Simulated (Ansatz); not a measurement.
C2H5ClSi can be A, `Cl[SiH]1CC1`, or B, `C=C[SiH2]Cl`.

Gas-phase electronic energies from Ansatz, PBE0-D4/def2-TZVP geometries. CBS: MP2 limit from def2 TZ/QZ plus the TZ coupled-cluster correction, frozen cores. DFT in def2-TZVPP. B3LYP here is the variant with VWN-RPA as its local correlation; programs differ in this. Each species was taken in one conformer, which may not be the lowest.

A:

Z-matrix (Å, degrees):
```
Si
C 1 1.829
C 1 1.829 2 50.6
Cl 1 2.043 2 119.5 3 -105.5
H 1 1.473 2 122.3 3 107.4
H 2 1.086 1 120.1 3 -107.0
H 2 1.085 1 119.3 3 106.3
H 3 1.085 1 119.4 2 -106.3
H 3 1.086 1 120.1 2 107.0
```

B:

Z-matrix (Å, degrees):
```
Si
C 1 1.848
Cl 1 2.061 2 110.3
H 1 1.483 2 111.9 3 118.2
H 1 1.483 2 109.2 3 -118.9
C 2 1.330 1 121.7 3 118.7
H 2 1.088 1 119.5 3 -61.9
H 6 1.087 2 121.7 1 -1.0
H 6 1.086 2 122.2 1 179.1
```

Task: Which isomer does CCSD(T)/CBS put lower? Give the gap. (An estimate is asked.)

Result: The calculation gave: B, by 10.3 kcal/mol.

Task: Give E(B) − E(A) in kcal/mol with B3LYP-D4, CCSD/def2-TZVPP, CCSD(T)/def2-TZVPP, r2SCAN-D4, PBE-D4, BLYP-D4, HF/def2-TZVPP. (Estimate.)

Result: Ansatz gave: B3LYP-D4 -11.5, CCSD/def2-TZVPP -10.9, CCSD(T)/def2-TZVPP -10.5, r2SCAN-D4 -6.6, PBE-D4 -5.9, BLYP-D4 -12.4, HF/def2-TZVPP -17.5. None reverses the order clearly.

Task: Does the order hold for the free energy at 298.15 K (harmonic terms from PBE0-D4)? (Estimate.)

Result: The calculation gave: Yes: G(B) − G(A) = -12.4 kcal/mol, for one conformer each.

Largest T1 diagnostic: 0.010.

At CCSD(T), def2-SVP lies −1.6 kcal/mol from the extrapolated value and def2-TZVPP −0.2 kcal/mol. In def2-TZVPP, CCSD(T) changes the Hartree–Fock value by +7.0 kcal/mol (the triples alone add +0.4 kcal/mol) and MP2 by +9.4 kcal/mol.
